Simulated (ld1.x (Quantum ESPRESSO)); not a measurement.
# indium (In): excitation energies, all-electron against TM

ld1.x (Quantum ESPRESSO) 7.5 input, shortened:

```
&input
   title='In', zed=49., rel=1, dft='PBE', iswitch=3,
   config='[Kr] 4d10 5s2 5p0'
 /
 &inputp
   pseudotype=2, tm=.true., lloc=-2, rcloc=1.95,
   nlcc=.true., new_core_ps=.true.
 /
2
5S  1  0   2.00   0.00  1.80  1.80  0.0
5P  2  1   0.00   0.00  2.60  2.60  0.0
 &test
   configts(1)='5s2 5p0'
 /
```

Energies are relative to the spin-unpolarised reference configuration 5s2 5p0; without spin polarisation the order of configurations can differ from experiment.

```tsv
valence configuration	charge	ΔE all-electron (eV)	error AE − PS (meV)
5s2 5p1	0	-5.363	-10
5s1 5p0	+2	19.235	-114
5s1 5p2	0	0.478	-10
5s1 5p1	+1	6.593	-22
5s2 5p1.3	-0.3	-5.895	-13
5s0 5p3	0	6.584	-55
```

(1) What are ΔE and the potential's error for 5s2 5p0.5?

Levels in the configuration 5s1 5p0:

| level | all-electron (eV) | pseudo (eV) |
| --- | --- | --- |
| 5s | -23.671 | -23.924 |

Note: ghost state, extra bound levels that the all-electron valence spectrum of the same l lacks: d at -4.0 eV. A true bound ghost makes a file unfit for plane-wave use.

## Answers

(1) ΔE = -3.423 eV all-electron; the error (AE − PS) is -3.6 meV.
